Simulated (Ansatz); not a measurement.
The cluster Be4O3. Charge 0, multiplicity 1. Geometry PBE0-D4/def2-SVP; atoms count from 1.

```tsv
atom	x (Å)	y (Å)	z (Å)
Be1	1.388	0.253	-0.105
Be2	-1.388	-0.247	0.112
Be3	4.178	0.765	-0.334
Be4	-4.177	-0.776	0.321
O5	-2.786	-0.506	0.218
O6	2.786	0.506	-0.217
O7	-0.001	0.005	0.005
```

The restricted singlet is unstable towards broken spin symmetry in Hartree–Fock (as tested in another run); at PBE0-D4/def2-TZVP this wasn't settled. The geometry of the singlet was relaxed on an unsound state (restricted singlet whose occupied levels cross empty ones at other levels, untested at these). Another isomer (singlet) lies 2.99 eV lower at PBE0-D4/def2-TZVP; other spin states weren't run for this one.

(1) Estimate the Mulliken populations from the PBE0/def2-TZVP orbitals of Ansatz.

(2) And the Mayer bond orders between bonded heavy atoms (over 0.3)?

Answers

(1) 
```tsv
atom	charge (e)
Be1	0.07
Be2	0.07
Be3	-0.09
Be4	-0.09
O5	0.01
O6	0.01
O7	0.03
```
Mulliken values and Mayer orders depend strongly on the basis.

(2) Be1–O6 1.26 (1.43 Å); Be1–O7 1.39 (1.41 Å); Be2–O5 1.26 (1.43 Å); Be2–O7 1.39 (1.41 Å); Be3–O6 1.51 (1.42 Å); Be4–O5 1.51 (1.42 Å). Values over 0.3 also appear between atoms too far apart for a bond (Be3–Be4 0.92 at 8.52 Å); they arise where an orbital or an unpaired electron spreads over both atoms.
